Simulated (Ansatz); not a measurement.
Ansatz results at the PBE0-D4/def2-TZVP geometry: size of the dipole moment (PBE/def2-TZVPP) 1.73 D; HOMO–LUMO gap (PBE/def2-TZVPP) 3.91 eV; ideal-gas entropy at 298 K and 1 bar (rigid rotor, harmonic PBE0-D4/def2-TZVP) 309 J/(mol·K).

Problem. Which molecule gave them?
A. `BC1[SiH2]S1`
B. `CB[Te][AlH2]`
C. `C[SiH]1BS1`
D. `BC([SiH3])=S`

Solution. A. The others give `C[SiH]1BS1`: 1.64, 3.37, 317; `CB[Te][AlH2]`: 0.98, 3.41, 370; `BC([SiH3])=S`: 2.03, 2.27, 326.
